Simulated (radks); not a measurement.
All-electron atom: As2+ in [Ar] 3d8 4s2 4p1 4f2 (not the ground configuration). Calculated with a radial shooting solver on a logarithmic mesh with Libxc functionals: scalar-relativistic Kohn-Sham, AM05, spin-polarised, spherical densities, finite nucleus; open shells are filled with parallel spins first; Fermi nuclear charge, rms radius 4.0968 fm.

Radial electron density D(r) = 4 pi r^2 rho(r):

```
   r/bohr * D(r) (the largest magnitude, 46.8, reaches the edge; | marks zero)
 0.002032 | *
 0.002732 |  *
 0.003644 |   *
  0.00486 |      *
 0.006534 |          *
 0.008715 |                *
  0.01162 |                        *
  0.01563 |                                 *
  0.02084 |                                         *
   0.0278 |                                              *
  0.03708 |                                              *
  0.04985 |                                         *
  0.06649 |                                      *
  0.08868 |                                          *
   0.1192 |                                                    *
    0.159 |                                                      *
   0.2121 |                                         *
   0.2852 |                            *
   0.3803 |                              *
   0.5073 |                                  *
    0.682 |                        *
   0.9096 |          *
    1.213 |    *
    1.631 |  *
    2.176 | *
    2.902 |*
    3.901 |*
    5.203 *
     6.94 *
     9.33 *
    12.44 *
```

D(r) has 3 maxima, at r = 0.0318, 0.142, 0.483 bohr, and minima at 0.0670, 0.311 bohr, inside which lie 2.08, 10.94 electrons.
